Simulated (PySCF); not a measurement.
# Shapes and spin states of [RuBr2]+

These are results of PySCF, PBE0, basis Ru def2-SVP with ECP28, Br def2-SVP (scalar-relativistic core potentials, no spin–orbit coupling, density fitting), not measurements.

Relaxations began from a few typed shapes and spin states; open shells are unrestricted. The search is not exhaustive: other isomers or separated fragments can lie lower, and high-lying points may rest on an excited occupation.

Task: Order these stationary points by electronic energy, lowest first, in kJ/mol from the lowest minimum.
A. quartet C2v: Ru–Br 2.271 Å (×2); Br–Ru–Br 107.7°
B. broken-symmetry Ms = 1/2 (⟨S²⟩ 1.77) C2v: Ru–Br 2.271 Å (×2); Br–Ru–Br 109.4°
C. sextet C2v: Ru–Br 2.331 Å (×2); Br–Ru–Br 134.3°
D. sextet D∞h: Ru–Br 2.345 Å (×2); Br–Ru–Br 180.0°
E. quartet (⟨S²⟩ 4.01) D∞h: Ru–Br 2.319 Å (×2); Br–Ru–Br 180.0°
F. broken-symmetry Ms = 1/2 (⟨S²⟩ 2.77) D∞h: Ru–Br 2.346 Å (×2); Br–Ru–Br 180.0°

Result: C (0.0), D (7.9), A (13.2), E (49.7), B (68.5), F (122.1).

Task: Which of them are minima?

Result: By energy in kJ/mol, 0.0: minimum; 7.9: saddle point, 2 imaginary modes; 13.2: minimum; 49.7: saddle point, 1 imaginary mode; 68.5: minimum; 122.1: minimum.

Formally Ru is in oxidation state +3, d5, with 5 unpaired electrons (the high-spin count). The Mulliken spin on Ru is 3.77. The polar-tensor charge on Ru, 1.24, is far below the formal one.

For the lowest minimum: other spin states or occupations of the open shell can lie lower.

The electron or spin density has lower symmetry than the nuclear frame for the quartet (⟨S²⟩ 4.01) D∞h at 49.7 kJ/mol.
